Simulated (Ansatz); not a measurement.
`C[Si](O)(F)Cl` + H₂ → `C[SiH](O)Cl` + H–F  (hydrogenolysis of the Si–F bond)

Computed with Ansatz on PBE0-D4/def2-TZVP structures; ΔE is electronic, products minus reactants. CCSD(T)/CBS adds triple-zeta CCSD(T) − MP2 to the extrapolated MP2 energy (def2 sets, frozen cores). This one scheme is used for every species. DFT in def2-TZVPP. Each species was taken in one conformer, which may not be the lowest.

`C[Si](O)(F)Cl`:

Z-matrix (Å, degrees):
```
C
Si 1 1.834
H 1 1.092 2 110.0
H 1 1.091 2 110.4 3 -119.8
H 1 1.091 2 110.5 3 120.0
O 2 1.623 1 109.4 3 58.1
F 2 1.591 1 110.3 3 -62.8
Cl 2 2.049 1 112.0 3 -179.6
H 6 0.958 2 119.2 1 170.2
```

H₂:

Z-matrix (Å, degrees):
```
H
H 1 0.746
```

`C[SiH](O)Cl`:

Z-matrix (Å, degrees):
```
C
Si 1 1.852
H 1 1.092 2 110.4
H 1 1.093 2 110.2 3 119.9
H 1 1.093 2 111.1 3 -119.8
O 2 1.636 1 113.3 3 -178.2
Cl 2 2.066 1 107.5 3 60.3
H 2 1.477 1 112.9 3 -58.5
H 6 0.958 2 118.5 1 -65.6
```

H–F:

Cartesian coordinates in Å:
```
F -0.069 -0.305 0.338
H 0.069 0.305 -0.338
```

| level | ΔE (kJ/mol) |
| --- | --- |
| r2SCAN-D4 | 150.2 |
| r2SCAN | 149.6 |
| MP2/def2-TZVPP | 142.1 |
| CCSD(T)/def2-TZVPP | 139.0 |

**Question.** What does CCSD(T)/CBS give? (An estimate is asked.)

**Answer.** Computed: +139.3 kJ/mol. The listed levels differ from it by 10.9, 10.3, 2.8, -0.3 kJ/mol.

**Question.** What do rigid-rotor, harmonic-oscillator terms from PBE0-D4/def2-TZVP frequencies (298.15 K, 1 bar) make of the CCSD(T)/CBS value? (Estimate.)

**Answer.** The calculation gave: ΔZPE = +12.1 kJ/mol, ΔH = +149.4 kJ/mol, ΔS = 25 J/(mol·K), ΔG = +141.8 kJ/mol.

Largest T1 diagnostic among the species: 0.010.

The D4 term adds +3.8 kJ/mol with B3LYP and +1.9 kJ/mol with PBE0; it sums over pairs of atoms, weighted by their polarisabilities, and B3LYP, whose exchange is more repulsive, gets the larger term. From r2SCAN to r2SCAN0 (25 % exact exchange), in def2-TZVPP and without D4, ΔE moves by −4.1 kJ/mol.

B3LYP here is the variant with VWN-RPA as its local correlation; programs differ in this.
